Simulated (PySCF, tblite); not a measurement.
Isomers of C4H11ClO2Si2. Calculated harmonic vibrations of the isolated species, GFN2-xTB (tblite), most abundant isotopes, no scaling. Against measured fundamentals such values can be off by several per cent, at times by over 20. Modes of hydrogen on silicon can be 10 to 20 % off. One conformer each.

Electronic energies: PBE0/pcSseg-1 single points on the GFN2-xTB geometries (PySCF, gas phase).

```csv
SMILES,"electronic energy, lowest = 0 (kJ/mol)"
C[C@H](Cl)/C(=C/O[SiH3])O[SiH3],277.5
CO[SiH2]/C=C(/OC)[SiH2]Cl,224.1
CCO[C@@H]1C[SiH2]O[Si@H]1Cl,0.0
[SiH3]C[C@@H]1COC[Si@H](Cl)O1,143.8
```

Q: How do GFN2-xTB zero-point energies change the relative energies?

A: 
```
                         SMILES  ZPE (kJ/mol)  of it from modes above 1550 cm⁻¹  electronic (kJ/mol)  with ZPE, lowest = 0 (kJ/mol)  lowest mode (cm⁻¹)  rings
    CCO[C@@H]1C[SiH2]O[Si@H]1Cl         380.8                             183.0                  0.0                            0.0                  41      1
  [SiH3]C[C@@H]1COC[Si@H](Cl)O1         375.0                             177.5                143.8                          138.1                  39      1
      CO[SiH2]/C=C(/OC)[SiH2]Cl         365.2                             187.7                224.1                          208.5                  20      0
C[C@H](Cl)/C(=C/O[SiH3])O[SiH3]         356.2                             182.7                277.5                          252.9                  48      0
```

The zero-point energies span 24.6 kJ/mol, from `C[C@H](Cl)/C(=C/O[SiH3])O[SiH3]` to `CCO[C@@H]1C[SiH2]O[Si@H]1Cl`. The order is unchanged.

Q: And how do the electronic energies of GFN2-xTB itself compare?

A: `CCO[C@@H]1C[SiH2]O[Si@H]1Cl` 0.0; `[SiH3]C[C@@H]1COC[Si@H](Cl)O1` 113.0; `CO[SiH2]/C=C(/OC)[SiH2]Cl` 199.5; `C[C@H](Cl)/C(=C/O[SiH3])O[SiH3]` 76.7 kJ/mol, lowest = 0. Against the energies above, taken from the same isomer `CCO[C@@H]1C[SiH2]O[Si@H]1Cl`, the largest difference is 200.8 kJ/mol.

Q: What do entropy and thermal enthalpy add at 298.15 K and 1 bar (rigid rotor, harmonic oscillator, one conformer each)?

A: 
```csv
SMILES,point group,symmetry number,S (J/(mol K)),H − H(0) (kJ/mol),ZPE + H − H(0) − TS (kJ/mol)
CCO[C@@H]1C[SiH2]O[Si@H]1Cl,C1,1,461.9,34.28,277.3
[SiH3]C[C@@H]1COC[Si@H](Cl)O1,C1,1,449.5,32.94,273.9
C[C@H](Cl)/C(=C/O[SiH3])O[SiH3],C1,1,471.4,36.34,252.0
```

Not tabulated: `CO[SiH2]/C=C(/OC)[SiH2]Cl` (lowest mode only 20 cm⁻¹).
